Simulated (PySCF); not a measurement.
This PySCF input asks for the NMR shieldings of `CPCCP(C)C`, C5H14P2; the geometry comes from GFN2-xTB.

```python
import basis_set_exchange as bse
import numpy as np
from pyscf import gto, dft
from pyscf.prop import nmr

atoms = """
C     2.645746    0.058535    0.905082
P     1.396923   -1.280388    0.727448
C     0.832444   -0.964029   -1.010287
C    -0.050364    0.277808   -0.984463
P    -0.720780    0.453763    0.735886
C    -1.857711    1.886833    0.429626
C    -1.976027   -0.891247    0.717015
H     3.266100    0.137974    0.013340
H     2.127013    0.999677    1.084938
H     3.273082   -0.164179    1.766589
H     2.333055   -2.273856    0.368901
H     1.683898   -0.857188   -1.688595
H     0.257503   -1.838927   -1.327506
H    -0.856323    0.234679   -1.723400
H     0.542873    1.174475   -1.189103
H    -2.473582    2.042707    1.313803
H    -1.263679    2.784217    0.263808
H    -2.501584    1.713798   -0.431856
H    -1.468115   -1.850885    0.793870
H    -2.573750   -0.854468   -0.193628
H    -2.625642   -0.772358    1.582764
"""
names = dict.fromkeys(["C", "P", "H"], "pcSseg-1")
basis = {el: gto.basis.parse(bse.get_basis(n, elements=[el], fmt="nwchem")) for el, n in names.items()}
mol = gto.M(atom=atoms, basis=basis, charge=0, verbose=0)
mf = dft.RKS(mol, xc="PBE0")
mf.grids.level = 2
mf.grids.alignment = dft.numint.BLKSIZE   # the property module wants whole blocks of grid points
mf.conv_tol = 1e-9
mf.kernel()

calc = nmr.RKS(mf)   # GIAO
C = mf.mo_coeff
Co = C[:, mf.mo_occ > 0]
resp = mf.gen_response(singlet=True, hermi=2)
def vind(x):   # induced exchange potential for any number of trial vectors
    d = np.einsum("pi,xij,qj->xpq", C, 2 * x.reshape(-1, C.shape[1], Co.shape[1]), Co, optimize=True)
    return np.einsum("xpq,pi,qj->xij", resp(d - d.transpose(0, 2, 1)), C, Co, optimize=True).ravel()
mo1, _ = nmr.rhf.solve_mo1(calc, with_cphf=vind)
sigma = calc.kernel(mo1)
for i, s in enumerate(sigma):   # ppm
    w = np.linalg.eigvalsh((s + s.T) / 2)
    print("%2d %-2s iso %8.1f  s11 %8.1f  s22 %8.1f  s33 %8.1f" % (i, mol.atom_pure_symbol(i), w.mean(), *w))
```

Problem. What are the results?

Solution. 
```
 0 C  iso    178.3  s11    165.8  s22    177.6  s33    191.6
 1 P  iso    456.6  s11    386.2  s22    481.2  s33    502.4
 2 C  iso    165.1  s11    156.1  s22    165.0  s33    174.3
 3 C  iso    156.4  s11    134.1  s22    157.6  s33    177.3
 4 P  iso    412.9  s11    369.6  s22    413.6  s33    455.3
 5 C  iso    170.5  s11    160.0  s22    163.7  s33    187.8
 6 C  iso    169.1  s11    151.7  s22    167.0  s33    188.6
 7 H  iso     30.7  s11     26.0  s22     28.2  s33     37.9
 8 H  iso     30.1  s11     24.9  s22     30.8  s33     34.7
 9 H  iso     30.6  s11     25.7  s22     26.9  s33     39.2
10 H  iso     28.4  s11     23.3  s22     26.3  s33     35.6
11 H  iso     29.8  s11     24.4  s22     27.7  s33     37.2
12 H  iso     30.0  s11     25.5  s22     28.1  s33     36.4
13 H  iso     30.5  s11     26.2  s22     29.2  s33     36.1
14 H  iso     30.0  s11     25.7  s22     29.3  s33     35.2
15 H  iso     30.7  s11     26.3  s22     27.6  s33     38.3
16 H  iso     30.9  s11     26.0  s22     28.4  s33     38.2
17 H  iso     30.9  s11     26.6  s22     28.9  s33     37.1
18 H  iso     29.9  s11     24.5  s22     29.8  s33     35.4
19 H  iso     31.3  s11     27.5  s22     28.9  s33     37.3
20 H  iso     30.5  s11     26.2  s22     27.2  s33     38.2
```

These numbers come from an equivalent density-fitted implementation of the same equations, which agrees with the script to about 0.01 ppm for H and up to a few tenths of a ppm for heavy atoms, so last digits may differ.

Size and cost of the density-fitted run: 203 basis functions, 36 s wall time on 1 thread of an Arm Neoverse V1, shared host.
